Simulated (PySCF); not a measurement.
**Bonding in `CO[C@@](C)(F)S(=O)(=O)[O-]`**

C3H6FO4S (charge -1).
Numbering: `[CH3:1][O:2][C@@:3]([CH3:4])([F:5])[S:6](=[O:7])(=[O:8])[O-:9]` (hydrogens: H10, H11, H12 on C1; H13, H14, H15 on C4)

Geometry (GFN2-xTB, Å), atoms numbered from 1 in this order:
```
atom  x, y, z in Å
C1    -1.916    0.571    0.008
O2    -1.077   -0.419    0.585
C3     0.121   -0.603   -0.055
C4     1.131   -1.243    0.858
F5    -0.095   -1.427   -1.172
S6     0.905    0.967   -0.690
O7     0.801    1.856    0.465
O8     2.268    0.570   -1.011
O9     0.124    1.402   -1.839
H10   -2.846    0.531    0.577
H11   -2.103    0.357   -1.046
H12   -1.450    1.553    0.091
H13    2.028   -1.436    0.276
H14    0.746   -2.161    1.304
H15    1.360   -0.512    1.627
```

Bond orders from the PBE0/pcSseg-1 density (PySCF). Isolated species at its GFN2-xTB geometry (one conformer only). The pcSseg-1 basis has no diffuse functions, a weakness for an anion.

Problem. Where do the orders between heavy atoms depart from those drawn in the SMILES?

Solution. The largest departure is 0.644, at S6–O9 (drawn single, 1.644). Drawn single, order above 1.12: S6–O9 (1.644). Drawn single, order below 0.88: C3–F5 (0.849) and C3–S6 (0.787). Drawn double or triple, more than 0.30 short of the drawn order: S6–O7 (1.595) and S6–O8 (1.646). The SMILES, with its formal charges, is one Lewis structure only.

Problem. Give the Mayer order of every bond, beside its length.

Solution. 
| bond | drawn as | length (Å) | Mayer order |
| --- | --- | --- | --- |
| C1–O2 | single | 1.420 | 0.892 |
| O2–C3 | single | 1.370 | 0.996 |
| C3–C4 | single | 1.505 | 1.002 |
| C3–F5 | single | 1.404 | 0.849 |
| C3–S6 | single | 1.867 | 0.787 |
| S6–O7 | double | 1.461 | 1.595 |
| S6–O8 | double | 1.456 | 1.646 |
| S6–O9 | single | 1.455 | 1.644 |
| C1–H10 | single | 1.091 | 0.973 |
| C1–H11 | single | 1.092 | 0.958 |
| C1–H12 | single | 1.090 | 0.941 |
| C4–H13 | single | 1.086 | 0.948 |
| C4–H14 | single | 1.090 | 0.952 |
| C4–H15 | single | 1.086 | 0.952 |

Bonds between the same two heavy elements. C–O: lowest C1–O2 (0.892, 1.420 Å), highest O2–C3 (0.996, 1.370 Å). O–S: lowest S6–O7 (1.595, 1.461 Å), highest S6–O8 and S6–O9 (1.646, 1.456 Å). Bonds named together lie within 0.004.

Problem. Sum the orders of all bonds at each heavy atom with more than one neighbour and set the sums beside the valence in the SMILES.

Solution. C1 3.764 (drawn 4), O2 1.888 (drawn 2), C3 3.634 (drawn 4), C4 3.854 (drawn 4), S6 5.672 (drawn 6). Orders between atoms that aren't bonded are not in these sums.

For a closed shell the Mayer order of atoms A and B is Σ (PS)μν (PS)νμ over the basis functions μ on A and ν on B, with P the density and S the overlap matrix.

These values come from a run that also computed NMR shieldings. Time: 42 s of wall time; peak memory 0.84 GiB. Hardware: one thread of an Arm Neoverse V1, shared host with 32 logical CPUs at a one-minute load of 16.
